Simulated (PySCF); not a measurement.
Correlation energy of S (sulfur, neutral)

[Ne] 3s2 3p3 4s1, high-spin 5S determinant (an excited configuration). Calculation: PySCF 2.14, in dyall-av3z (19s12p3d2f, 84 functions); no relativity, point nucleus. Frozen: [Ne]; 6 electrons correlated; the 26 highest virtual orbitals of each spin left out.

```tsv
level	correlation energy (mhartree)
CCSD	-121.74
(T)	-4.71
CCSD(T)	-126.45
```

Diagnostics: T1 = 0.010, D1 = 0.0347, largest double amplitude 0.043.

The outer electron is Rydberg-like, and this basis confines it to a smaller radius and binds it less than a complete one would.

Cost of the coupled-cluster step: of the order of 4 core-seconds, for 6 correlated electrons.

Iterations:

```
CC2 = 0
CCSD nocc = (np.int64(5), np.int64(1)), nmo = (53, 53)
frozen orbitals [[0, 1, 2, 3, 4, 58, 59, 60, 61, 62, 63, 64, 65, 66, 67, 68, 69, 70, 71, 72, 73, 74, 75, 76, 77, 78, 79, 80, 81, 82, 83], [0, 1, 2, 3, 4, 58, 59, 60, 61, 62, 63, 64, 65, 66, 67, 68, 69, 70, 71, 72, 73, 74, 75, 76, 77, 78, 79, 80, 81, 82, 83]]
max_cycle = 100
direct = 0
conv_tol = 1e-08
conv_tol_normt = 1e-06
diis_space = 8
diis_start_cycle = 0
Init t2, MP2 energy = -0.103270201943069
Init E_corr(UCCSD) = -0.103270201973429
cycle = 1  E_corr(UCCSD) = -0.117784074719488  dE = -0.0145138727  norm(t1,t2) = 0.043445
cycle = 2  E_corr(UCCSD) = -0.12063555247786  dE = -0.00285147776  norm(t1,t2) = 0.0130559
cycle = 3  E_corr(UCCSD) = -0.121798177913652  dE = -0.00116262544  norm(t1,t2) = 0.00498142
cycle = 4  E_corr(UCCSD) = -0.121743786068416  dE = 5.43918452e-05  norm(t1,t2) = 0.000540343
cycle = 5  E_corr(UCCSD) = -0.121742461190607  dE = 1.32487781e-06  norm(t1,t2) = 6.4745e-05
cycle = 6  E_corr(UCCSD) = -0.121741910146273  dE = 5.51044334e-07  norm(t1,t2) = 1.3594e-05
cycle = 7  E_corr(UCCSD) = -0.121741921663254  dE = -1.15169805e-08  norm(t1,t2) = 3.46002e-06
cycle = 8  E_corr(UCCSD) = -0.121741932552777  dE = -1.08895232e-08  norm(t1,t2) = 6.80987e-07
cycle = 9  E_corr(UCCSD) = -0.121741926676867  dE = 5.87591019e-09  norm(t1,t2) = 1.45067e-07
UCCSD converged
E(UCCSD) = -397.4165717661614  E_corr = -0.1217419266768668
UCCSD(T) correction = -0.00470911442463149
```
